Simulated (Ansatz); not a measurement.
Born–Oppenheimer molecular dynamics of F₃HHfO (6 atoms, charge 0, multiplicity 1). It goes on from the last frame of an earlier run, with new velocities.

Level of theory: RKS PBE0/def2-SVP in Ansatz.

* ensemble: NVT, Nosé–Hoover chain
* time step: 0.5 fs
* steps asked: 150
* set temperature: 200 K
* thermostat: time constant 100 fs, chain length 3 (defaults)
* seed: 266851

First frame:

```xyz
6
Properties=species:S:1:pos:R:3
Hf 0.070 -0.192 -0.015
F 0.684 0.056 1.745
F 1.646 0.086 -1.084
O -0.999 1.300 -0.710
H -1.082 2.238 -0.702
F -0.615 -1.905 -0.045
```

Problem. How far do the bonds stretch over the last three quarters of this one trajectory? (Pairs bonded in most of those frames.)

Solution. 
| bond | mean (Å) | spread (Å) | shortest | longest |
| --- | --- | --- | --- | --- |
| Hf1–F2 | 1.909 | 0.018 | 1.88 | 1.93 |
| Hf1–F3 | 1.918 | 0.038 | 1.86 | 1.97 |
| Hf1–O4 | 1.916 | 0.017 | 1.89 | 1.94 |
| Hf1–F6 | 1.932 | 0.064 | 1.83 | 2.02 |
| O4–H5 | 0.959 | 0.013 | 0.94 | 0.98 |

Mean temperature of the second half: 399 K. The conserved energy stayed within 0.077 meV per atom of its start (net change -0.019 meV per atom), so the integration is sound. The mean temperature of the second half is 100 % above the set value. A run of 0.075 ps of so small a system gives no equilibrium averages.

Time of the run: 12 min on 1 thread of Arm Neoverse V1, with other jobs on the host, peak memory 0.19 GiB.
